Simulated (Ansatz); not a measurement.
Ansatz (a first-principles code) input (B3LYP-D3(BJ)/def2-TZVP):

Ansatz 0.2 input:
```yaml
crystal:
  periodic: [false, false, false]
  atoms:
    - {symbol: B, position_ang: [-0.31480039, -0.10401489, 0.26352290]}
    - {symbol: N, position_ang: [-1.28595084, 0.26722906, -0.60374920]}
    - {symbol: N, position_ang: [1.10393550, -0.30019835, -0.21184155]}
    - {symbol: H, position_ang: [-0.41269554, -0.33871413, 1.49066648]}
    - {symbol: H, position_ang: [-2.23178652, 0.31988210, -0.20865121]}
    - {symbol: H, position_ang: [1.78169943, 0.14115591, 0.40183999]}
    - {symbol: H, position_ang: [1.22501743, 0.09158417, -1.13917926]}
basis:
  gaussian:
    orbitals: def2-TZVP
hamiltonian:
  xc: b3lyp
  dispersion: d3bj
total_charge: -1
relax: {f_tol: 0.002, max_steps: 150}
```

End of the output:

```
mean field -3724.68255777 eV, -136.8795593177 hartree, gradient 2.1e-5 eV, S^2 0.000000; 0 other end points of the search recorded, 0 dependent functions left out
the calculation of the forces begins
reference -3724.68280279 eV, -136.8795683218 hartree; 12, 12 occupied and 105, 105 virtual orbitals, 655 factors
relax step   6: F+E_penalty+E_count = -3724.83204527 eV  Δ(F+E_penalty+E_count) = -1.863e-3 eV  max|allowed force component| = 5.099e-2 eV/Å  Δτ_max = 0.0196 Å  (31 SCF iters, accepted)
these checks for a lower state are left out or cut short: starts, cluster_reference, orbital_swaps, neighbouring_geometries, increment
integrals: 0.03 GiB planned
655 factors; their error is unknown
mean field: 0.33 GiB planned
mean field -3724.68255243 eV, -136.8795591212 hartree, gradient 2.1e-5 eV, S^2 0.000000; 0 other end points of the search recorded, 0 dependent functions left out
the calculation of the forces begins
reference -3724.68279738 eV, -136.8795681232 hartree; 12, 12 occupied and 105, 105 virtual orbitals, 655 factors
relax step   7: F+E_penalty+E_count = -3724.83206557 eV  Δ(F+E_penalty+E_count) = -2.030e-5 eV  max|allowed force component| = 4.318e-2 eV/Å  Δτ_max = 0.0087 Å  (32 SCF iters, accepted)
these checks for a lower state are left out or cut short: starts, cluster_reference, orbital_swaps, neighbouring_geometries, increment
integrals: 0.03 GiB planned
655 factors; their error is unknown
mean field: 0.33 GiB planned
mean field evaluation 64: about -3724.6827 eV, gradient 3.9e-3 eV
mean field -3724.68266830 eV, -136.8795633796 hartree, gradient 2.1e-5 eV, S^2 0.000000; 0 other end points of the search recorded, 0 dependent functions left out
the calculation of the forces begins
reference -3724.68291321 eV, -136.8795723798 hartree; 12, 12 occupied and 105, 105 virtual orbitals, 655 factors
relax step   8: F+E_penalty+E_count = -3724.83217045 eV  Δ(F+E_penalty+E_count) = -1.049e-4 eV  max|allowed force component| = 4.780e-3 eV/Å  Δτ_max = 0.0049 Å  (31 SCF iters, accepted)
these checks for a lower state are left out or cut short: starts, cluster_reference, orbital_swaps, neighbouring_geometries, increment
integrals: 0.03 GiB planned
655 factors; their error is unknown
mean field: 0.33 GiB planned
mean field -3724.68267189 eV, -136.8795635114 hartree, gradient 2.1e-5 eV, S^2 0.000000; 0 other end points of the search recorded, 0 dependent functions left out
the calculation of the forces begins
reference -3724.68291678 eV, -136.8795725109 hartree; 12, 12 occupied and 105, 105 virtual orbitals, 655 factors
relax step   9: F+E_penalty+E_count = -3724.83217240 eV  Δ(F+E_penalty+E_count) = -1.946e-6 eV  max|allowed force component| = 8.914e-4 eV/Å  Δτ_max = 0.0006 Å  (33 SCF iters, accepted)
integrals: 0.03 GiB planned
655 factors; their error is unknown
mean field: 0.33 GiB planned
mean field evaluation 96: about -3724.6827 eV, gradient 1.7e-5 eV
mean field -3724.68267189 eV, -136.8795635114 hartree, gradient 2.1e-5 eV, S^2 0.000000; 1 other end points of the search recorded, 0 dependent functions left out
the calculation of the forces begins
reference -3724.68291678 eV, -136.8795725109 hartree; 12, 12 occupied and 105, 105 virtual orbitals, 655 factors
Total energy: -3724.83241729 eV, -136.8850665531 hartree
Atom 0 at    -0.317709    -0.076197     0.241944 Å, force     0.000794    -0.000562     0.000450 eV/Å
Atom 1 at    -1.329158     0.244123    -0.626761 Å, force    -0.000802    -0.000560     0.000247 eV/Å
Atom 2 at     1.091625    -0.262505    -0.217199 Å, force    -0.000891     0.000574     0.000086 eV/Å
Atom 3 at    -0.416827    -0.272425     1.462929 Å, force     0.000007    -0.000012     0.000031 eV/Å
Atom 4 at    -2.235036     0.273909    -0.162846 Å, force     0.000498     0.000585    -0.000614 eV/Å
Atom 5 at     1.811415     0.033046     0.428097 Å, force     0.000334    -0.000152     0.000299 eV/Å
Atom 6 at     1.261109     0.136974    -1.133555 Å, force     0.000060     0.000127    -0.000500 eV/Å
Dipole moment:     0.559060     0.100068     0.175306 e Å
```

It need not be the lowest isomer of its formula. Whether it binds its extra electron was not tested at this geometry.
